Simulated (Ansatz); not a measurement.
Consider the ligand exchange at the Si–C bond: `O=C[SiH2][SiH3]` + HBr → `[SiH3][SiH2]Br` + `C=O`.

Isolated molecules relaxed with PBE0-D4/def2-TZVP in Ansatz; ΔE leaves out vibrations. CCSD(T)/CBS is the MP2 limit (def2-TZVPP, def2-QZVPP) plus CCSD(T) − MP2 in def2-TZVPP, frozen cores. This one scheme is used for every species. DFT in def2-TZVPP. B3LYP here is the variant with VWN-RPA as its local correlation; programs differ in this. For Br outer-core shells are correlated without core-valence functions, which leaves a few kJ/mol of doubt a bond. Scalar relativity is left out up to krypton. One conformer a species, not always the lowest.

```tsv
level	ΔE (kJ/mol)
revPBE-D4	-97.1
B3LYP-D4	-105.1
r2SCAN0-D4	-111.5
BHLYP-D4	-115.6
CAM-B3LYP-D4	-105.6
r2SCAN	-105.2
SCS-MP2/def2-TZVPP	-114.2
CCSD/CBS(def2)	-114.4
```

What does CCSD(T)/CBS give? (Best estimate.)

Ansatz gave: -111.7 kJ/mol. The listed levels differ from it by 14.6, 6.6, 0.2, -3.9, 6.1, 6.5, -2.5, -2.7 kJ/mol.

Largest T1 diagnostic among the species: 0.016.

From r2SCAN to r2SCAN0 (25 % exact exchange), in def2-TZVPP and without D4, ΔE moves by −6.6 kJ/mol. In def2-TZVPP, CCSD(T) changes the Hartree–Fock value by +17.5 kJ/mol (the triples alone add +2.6 kJ/mol) and MP2 by +9.4 kJ/mol. Leaving LDA and LC-ωPBE aside and taking each functional with its dispersion term where it has one, the values spread over 18.6 kJ/mol, from BHLYP-D4 to revPBE-D4. LDA lies +5.8 kJ/mol from PBE without D4.
